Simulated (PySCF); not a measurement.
**First-order multiplets**

Geometry (Å), atoms numbered from 1 in this order:
```xyz
16

C     2.3826    0.8228    0.3690
N     1.4597    0.1177   -0.4697
C     0.1383   -0.0477   -0.1478
C    -0.4765    0.6092    0.9300
C    -1.8339    0.3997    1.1566
C    -2.5456   -0.4568    0.3216
N    -1.9688   -1.0930   -0.6989
C    -0.6836   -0.8967   -0.9242
H     2.4871    0.3789    1.3789
H     3.3730    0.8269   -0.1052
H     2.0796    1.8756    0.4978
H     1.8440   -0.5576   -1.1151
H     0.0947    1.2724    1.5819
H    -2.3354    0.9010    1.9877
H    -3.6136   -0.6391    0.4803
H    -0.2389   -1.4338   -1.7739
```

Theoretical values (PySCF 2.14): CAM-B3LYP/pcSseg-1 with gauge-including orbitals, J: B3LYP/pcJ-1 (spin–dipole term only in couplings to heteroatoms), coordinates at the PBE0-D3(BJ)/def2-SVP level. A single conformation, no solvent model, one averaged value for each set of equivalent atoms, non-relativistic Hamiltonian.

Chemical shifts δ = σref − σ; $^{1}$H (σ = 31.33 ppm) vs TMS, all at this level.

Spectrometer: 800 MHz for $^{1}$H. First-order analysis; couplings under 1 Hz (under 4 Hz in carbon signals) are ignored, and nearly equal couplings are merged; the smaller ones broaden or split the lines further.

Q: What pattern does H15 show ($^{1}$H)?

A: A doublet of doublets at δ 8.03: 5.3 Hz to H14 (1 × $^{1}$H, 3 bonds away), 1.2 Hz to H13 (1 × $^{1}$H, 4 bonds away). Lines in Hz from the centre (relative intensity): +3.2 (1), +2.0 (1), -2.0 (1), -3.2 (1). The outer lines are 6.5 Hz apart, the sum of the couplings kept, or 0.008 ppm at this field.

Q: What pattern does H14 show ($^{1}$H)?

A: A doublet of doublets at δ 7.02: 9.1 Hz to H13 (1 × $^{1}$H, 3 bonds away), 5.3 Hz to H15 (1 × $^{1}$H, 3 bonds away). Lines in Hz from the centre (relative intensity): +7.2 (1), +1.9 (1), -1.9 (1), -7.2 (1). The outer lines are 14.4 Hz apart, the sum of the couplings kept, or 0.018 ppm at this field.

Q: What pattern does H13 show ($^{1}$H)?

A: A doublet of doublets of doublets at δ 6.57: 9.1 Hz to H14 (1 × $^{1}$H, 3 bonds away), 3.0 Hz to H16 (1 × $^{1}$H, 4 bonds away), 1.2 Hz to H15 (1 × $^{1}$H, 4 bonds away). Lines in Hz from the centre (relative intensity): +6.7 (1), +5.5 (1), +3.6 (1), +2.5 (1), -2.5 (1), -3.6 (1), -5.5 (1), -6.7 (1). The outer lines are 13.3 Hz apart, the sum of the couplings kept, or 0.017 ppm at this field.

Q: What pattern does H16 show ($^{1}$H)?

A: A doublet at δ 8.00: 3.0 Hz to H13 (1 × $^{1}$H, 4 bonds away). Lines in Hz from the centre (relative intensity): +1.5 (1), -1.5 (1). The outer lines are 3.0 Hz apart, the sum of the couplings kept, or 0.004 ppm at this field.

OH/NH shifts are gas-phase values; hydrogen bonding in solution moves them, usually downfield. Unscaled 3J(H,H) at this level run about 10 % above measured values.
